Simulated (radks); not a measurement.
Method: non-relativistic Kohn-Sham, LB94 model potential, spin-unpolarised, spherical densities, point nucleus; computed with a radial shooting solver on a logarithmic mesh with Libxc functionals. Response by self-consistent Sternheimer equations with the Hartree and adiabatic LDA kernel. For heavy and open-shell atoms this level of theory can miss by tens of per cent. Rank Ne, Ga, Ar, Mn3+, Mo, Kr, Pd (NIST ground configurations) by static dipole polarisability, largest first.

Answer. Mo 62.82, Ga 40.98, Pd 19.77, Kr 16.97, Ar 11.44, Ne 2.591, Mn3+ 1.989 bohr^3.
